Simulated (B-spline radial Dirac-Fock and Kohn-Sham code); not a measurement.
**L1 edges in EELS at 200 kV and 20 mrad, F to Ta**

Calculated with a radial finite-basis atomic code, using the first Born approximation with generalised oscillator strengths from a Dirac-Hartree-Slater potential (longitudinal and transverse terms; continuum final states only, so no white lines or fine structure). Partial cross sections in barn for windows above the edge. Edges are tabulated values, any marked * orbital energies of the model.

| Z | element | edge (eV) | Δ = 50 eV | Δ = 100 eV | Δ = 200 eV |
| --- | --- | --- | --- | --- | --- |
| 9 | F | 34.84* | 30800 | 42900 | 49000 |
| 12 | Mg | 88.60 | 10500 | 16300 | 20700 |
| 16 | S | 230.9 | 2590 | 4340 | 6290 |
| 18 | Ar | 326.3 | 1430 | 2460 | 3730 |
| 20 | Ca | 438.4 | 748 | 1320 | 2090 |
| 22 | Ti | 560.9 | 442 | 795 | 1310 |
| 24 | Cr | 696.0 | 281 | 513 | 867 |
| 30 | Zn | 1196.2 | 79.1 | 150 | 269 |
| 31 | Ga | 1299.0 | 64.1 | 122 | 220 |
| 32 | Ge | 1414.6 | 51.7 | 99.1 | 180 |
| 33 | As | 1527.0 | 42.1 | 81.1 | 149 |
| 37 | Rb | 2065.0 | 19.4 | 37.5 | 69.9 |
| 44 | Ru | 3224.0 | 5.50 | 10.7 | 20.4 |
| 47 | Ag | 3806.0 | 3.32 | 6.49 | 12.4 |
| 48 | Cd | 4018.0 | 2.83 | 5.52 | 10.6 |
| 49 | In | 4238.0 | 2.38 | 4.66 | 8.94 |
| 50 | Sn | 4465.0 | 2.00 | 3.93 | 7.58 |
| 51 | Sb | 4698.0 | 1.69 | 3.33 | 6.43 |
| 53 | I | 5188.0 | 1.21 | 2.40 | 4.66 |
| 56 | Ba | 5989.0 | 0.755 | 1.49 | 2.88 |
| 57 | La | 6266.0 | 0.644 | 1.27 | 2.46 |
| 58 | Ce | 6548.0 | 0.553 | 1.09 | 2.12 |
| 63 | Eu | 8052.0 | 0.263 | 0.519 | 1.01 |
| 64 | Gd | 8376.0 | 0.226 | 0.448 | 0.874 |
| 65 | Tb | 8708.0 | 0.196 | 0.388 | 0.758 |
| 66 | Dy | 9046.0 | 0.170 | 0.336 | 0.658 |
| 67 | Ho | 9394.0 | 0.147 | 0.292 | 0.570 |
| 69 | Tm | 10116.0 | 0.111 | 0.220 | 0.430 |
| 70 | Yb | 10486.0 | 0.0964 | 0.191 | 0.374 |
| 72 | Hf | 11271.0 | 0.0724 | 0.144 | 0.282 |
| 73 | Ta | 11682.0 | 0.0629 | 0.125 | 0.245 |
